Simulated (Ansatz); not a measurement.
`COB(C)[SeH]` and `CB(F)[SeH]` differ in one atom or group.

Ansatz, PBE0-D4/def2-TZVP geometries, multiplicity 1. Each molecule was computed in one conformer, which needn't be the lowest.

Scalar relativity is left out up to krypton. Spin–orbit coupling is left out; it splits and shifts lone-pair levels of the heavy atoms by tenths of an eV.

| property | `COB(C)[SeH]` |
| --- | --- |
| LUMO energy (ωB97M-V/def2-TZVPP) / eV | 1.92 |
| size of the dipole moment (B3LYP/def2-TZVPP) / D | 0.48 |
| HOMO energy (ωB97M-V/def2-TZVPP) / eV | -9.28 |
| HOMO energy (PBE/def2-TZVPP) / eV | -5.98 |
| HOMO–LUMO gap (PBE/def2-TZVPP) / eV | 5.29 |
| LUMO energy (B3LYP/def2-TZVPP) / eV | 0.04 |

What does the change do to each property? (Best estimate.)

Ansatz gave: 
```json
{"property": "LUMO energy (ωB97M-V/def2-TZVPP) / eV", "`CB(F)[SeH]`": "1.71", "shift": "-0.21"}
{"property": "size of the dipole moment (B3LYP/def2-TZVPP) / D", "`CB(F)[SeH]`": "1.77", "shift": "1.29"}
{"property": "HOMO energy (ωB97M-V/def2-TZVPP) / eV", "`CB(F)[SeH]`": "-9.65", "shift": "-0.37"}
{"property": "HOMO energy (PBE/def2-TZVPP) / eV", "`CB(F)[SeH]`": "-6.38", "shift": "-0.40"}
{"property": "HOMO–LUMO gap (PBE/def2-TZVPP) / eV", "`CB(F)[SeH]`": "5.09", "shift": "-0.20"}
{"property": "LUMO energy (B3LYP/def2-TZVPP) / eV", "`CB(F)[SeH]`": "-0.54", "shift": "-0.58"}
```

With PBE0 the HOMO falls by 0.39 eV and the LUMO falls by 0.60 eV, so the gap narrows by about 0.21 eV. PBE moves the HOMO by -0.40 eV and ωB97M-V by -0.37 eV. Dipoles are sizes alone; their direction can turn.

B3LYP here is the variant with VWN-RPA as its local correlation; programs differ in this.
